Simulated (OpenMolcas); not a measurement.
## Ionisation energies of lutetium

- Program: OpenMolcas 26.06
- Basis: ANO-RCC-VQZP [9s8p6d4f3g2h]
- Scalar Hamiltonian: DKH2, point nucleus
- Spin-orbit coupling: state interaction with AMFI integrals over the reference wave functions, term energies averaged over their components

Active shells in each charge state: the valence d, s shells, with orbitals averaged over the low states. Where CASPT2's correlated closed shells are named, they are those of the first ion.

A. CASSCF
B. SS-CASPT2, IPEA 0.25 Eh, imaginary shift 0.1 Eh (closed shells correlated: 5s 5p)
C. SS-CASPT2, IPEA 0 Eh, imaginary shift 0.1 Eh (closed shells correlated: 5s 5p)
D. SS-CASPT2, IPEA 0.25 Eh, imaginary shift 0.1 Eh (closed shells correlated: 4f 5s 5p)

Energies in eV between the lowest computed levels, named as in B; reference values from the NIST Atomic Spectra Database with their kind.

```csv
From,To,A,B,C,D,Spin-orbit share in B,Reference
Lu 5d 6s² ²D_3/2,Lu+ 6s² ¹S₀,4.472,5.144,5.235,5.350,+0.153,5.426 (measured)
Lu+ 6s² ¹S₀,Lu2+ 6s ²S_1/2,12.959,13.635,13.647,13.904,+0.000,14.130 (semi-empirical)
```

Error against the reference values, in %:

| From | Reference | A | B | C | D |
| --- | --- | --- | --- | --- | --- |
| Lu | measured | -17.6 | -5.2 | -3.5 | -1.4 |
| Lu+ | semi-empirical | -8.3 | -3.5 | -3.4 | -1.6 |

Absolute error against the one measured value: A 0.95 eV, B 0.28 eV, C 0.19 eV, D 0.08 eV. D lies closest.

The lowest level within the active space need not be the ion's true ground level.
